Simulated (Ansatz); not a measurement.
`[Cl][Y]([Cl])[Cl]` + H₂O → `[OH][Y]([Cl])[Cl]` + HCl  (formal hydrolysis of a Y–Cl bond)

Isolated molecules relaxed with PBE0-D4/def2-TZVP in Ansatz; ΔE leaves out vibrations. CBS: MP2 limit from def2 TZ/QZ plus the TZ coupled-cluster correction, frozen cores. This one scheme is used for every species. DFT in def2-TZVPP. def2 core potentials past Kr. For Y outer-core shells are correlated without core-valence functions, which leaves a few kJ/mol of doubt a bond. One conformer a species, not always the lowest.

| species | RPA@PBE/def2-TZVPP energy (Eh) |
| --- | --- |
| `[Cl][Y]([Cl])[Cl]` | -1417.95400 |
| H₂O | -76.45633 |
| `[OH][Y]([Cl])[Cl]` | -1033.96324 |
| HCl | -460.43307 |

Task: Work out ΔE.

Result: ΔE = (-1033.96324) + (-460.43307) − (-1417.95400) − (-76.45633) = 0.01402 Eh = +8.8 kcal/mol. CCSD(T)/CBS gives +11.0 kcal/mol.

Largest T1 diagnostic among the species: 0.012.

Leaving LDA and LC-ωPBE aside and taking each functional with its dispersion term where it has one, the values, not all of them listed here, spread over 3.0 kcal/mol, from BLYP-D4 to r2SCAN0-D4. LDA lies −1.2 kcal/mol from PBE without D4. From BLYP to BHLYP (50 % exact exchange), in def2-TZVPP and without D4, ΔE moves by +2.3 kcal/mol. In def2-TZVPP, CCSD(T) changes the Hartree–Fock value by −3.4 kcal/mol (the triples alone add −0.2 kcal/mol) and MP2 by −3.3 kcal/mol.
